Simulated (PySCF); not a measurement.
SeFCl, SMILES Cl[Se]F. The structure is a stationary point at r2SCAN-D4/def2-TZVP.

TDDFT-M06-2X/def2-SVPD (PySCF) puts the lowest singlet excitations at 2.80, 3.34, 6.00, 6.47, 6.60, 7.07 eV.

Task: What are the lowest excitation roots from ADC(2)/aug-cc-pVDZ in PySCF 2.14.0? (An estimate is asked for; the answer gives what the named calculation found.)

Result: 3.09, 3.61, 6.29, 6.66, 6.73, 6.86 eV. S1 differs by 0.29 eV (second minus first; roots are paired by order, and the bases may differ).
